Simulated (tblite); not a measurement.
Species: C3H7FSeSi.
Numbering: `[F:1]/[CH:2]=[CH:3]/[CH2:4][Se:5][SiH3:6]` (hydrogens: H7 on C2; H8 on C3; H9, H10 on C4; H11, H12, H13 on Si6)

Computed with GFN2-xTB (tblite), gas phase: L-BFGS steps from a force-field or distance-geometry start until the largest atomic force falls under 0.01 eV/Å.

The end geometry, which sets the zero of energy:
```
atom  x, y, z in Å
F1     -1.8584    2.3934    0.1788
C2     -1.4230    1.2334   -0.3374
C3     -1.3611    0.1287    0.3860
C4     -0.8700   -1.1581   -0.1406
Se5     0.8166   -1.7249    0.7794
Si6     2.2367   -0.0550    0.1444
H7     -1.1690    1.3272   -1.3841
H8     -1.6541    0.1556    1.4260
H9     -0.6622   -1.1213   -1.2095
H10    -1.5637   -1.9707    0.0796
H11     1.4337    0.9137   -0.5919
H12     3.2678   -0.6396   -0.7066
H13     2.8024    0.5181    1.3582
```

Question: These geometries come from the run, each turned onto the end geometry. Order them by energy, lowest first.
A.
```
atom  x, y, z in Å
F1     -2.1012    2.3679    0.1886
C2     -1.6665    1.2156   -0.3752
C3     -1.4023    0.1803    0.3688
C4     -0.9406   -1.1276   -0.1680
Se5     0.8043   -1.6593    0.5791
Si6     2.4289   -0.1026    0.1808
H7     -1.5188    1.1550   -1.4600
H8     -1.5462    0.2432    1.4427
H9     -0.8972   -1.1121   -1.2604
H10    -1.6444   -1.9181    0.1539
H11     1.9372    1.0670   -0.5437
H12     3.5470   -0.6910   -0.5822
H13     2.9955    0.3822    1.4579
```
B.
```
atom  x, y, z in Å
F1     -2.0468    2.3756    0.1517
C2     -1.5641    1.2375   -0.3727
C3     -1.3085    0.1830    0.3824
C4     -0.8376   -1.1127   -0.1513
Se5     0.8332   -1.7676    0.7224
Si6     2.3033   -0.1131    0.1769
H7     -1.4529    1.3037   -1.4478
H8     -1.4563    0.2473    1.4513
H9     -0.6496   -1.0773   -1.2238
H10    -1.5620   -1.8967    0.0742
H11     1.5462    0.8941   -0.5586
H12     3.3611   -0.6838   -0.6539
H13     2.8298    0.4104    1.4315
```
C.
```
atom  x, y, z in Å
F1     -2.0657    2.3641    0.1518
C2     -1.5859    1.2275   -0.3757
C3     -1.3096    0.1817    0.3816
C4     -0.8395   -1.1126   -0.1506
Se5     0.8438   -1.7498    0.6838
Si6     2.3380   -0.1042    0.1714
H7     -1.4926    1.2969   -1.4500
H8     -1.5009    0.2617    1.4401
H9     -0.7114   -1.0788   -1.2316
H10    -1.5492   -1.8966    0.1112
H11     1.6270    0.9414   -0.5633
H12     3.3976   -0.7081   -0.6399
H13     2.8441    0.3773    1.4535
```
D.
```
atom  x, y, z in Å
F1     -1.9032    2.3956    0.1709
C2     -1.4876    1.2314   -0.3531
C3     -1.3312    0.1491    0.3882
C4     -0.8493   -1.1380   -0.1513
Se5     0.8132   -1.7432    0.7766
Si6     2.2512   -0.0758    0.1633
H7     -1.3374    1.2995   -1.4204
H8     -1.5298    0.1979    1.4501
H9     -0.6305   -1.0928   -1.2180
H10    -1.5588   -1.9461    0.0378
H11     1.4773    0.9148   -0.5715
H12     3.2781   -0.6790   -0.6771
H13     2.8037    0.4871    1.3869
```
E.
```
atom  x, y, z in Å
F1     -2.0897    2.3656    0.1240
C2     -1.6458    1.2043   -0.3772
C3     -1.4089    0.1603    0.3922
C4     -0.9541   -1.1150   -0.1692
Se5     0.8372   -1.6833    0.5909
Si6     2.4494   -0.0757    0.1781
H7     -1.5480    1.2350   -1.4470
H8     -1.5431    0.2341    1.4634
H9     -0.8833   -1.1096   -1.2572
H10    -1.6170   -1.9257    0.1519
H11     1.9068    1.0572   -0.5510
H12     3.5196   -0.7086   -0.5799
H13     2.9728    0.3619    1.4632
```

Answer: D (0.006 eV), B (0.016 eV), C (0.029 eV), E (0.096 eV), A (0.220 eV).

In the order of the answer:

```tsv
step	E above end (eV)	largest force (eV/Å)	rms force component (eV/Å)	rms distance from end (Å)	rms bond change (Å)	bond most changed (Å)
49	0.006	0.06	0.025	0.073	0.002	C4–Se5 -0.005
27	0.016	0.07	0.030	0.143	0.003	C4–Se5 -0.007
20	0.029	0.19	0.070	0.166	0.006	C4–Se5 -0.019
5	0.096	0.39	0.108	0.254	0.012	Se5–Si6 +0.032
1	0.220	1.53	0.407	0.264	0.016	C4–Se5 -0.032
```

The cost below is that of the whole relaxation. Hardware: an Arm Neoverse V1 with one thread, no GPU, shared host. Cost: 0.41 s of wall time.
